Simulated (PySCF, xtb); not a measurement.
GeH4STe, SMILES [Te](S)[GeH3]. Other conformers were not sampled.

Harmonic wavenumbers (cm⁻¹) from GFN2-xTB (xtb) at its own minimum, in rising order: 53, 75, 160, 248, 359, 433, 448, 737, 770, 842, 869, 1925, 2012, 2043, 2436.

### Question
What does B3LYP-D3(BJ)/def2-SVP (PySCF) give at its own minimum? (The exact figures need the calculation; the answer reports its results.)

### Answer
83, 103, 227, 253, 336, 492, 506, 759, 798, 866, 880, 2114, 2134, 2141, 2654. Paired by order, the mean absolute difference is 65 cm⁻¹ and the zero-point energies are 19.2 and 20.5 kcal/mol.
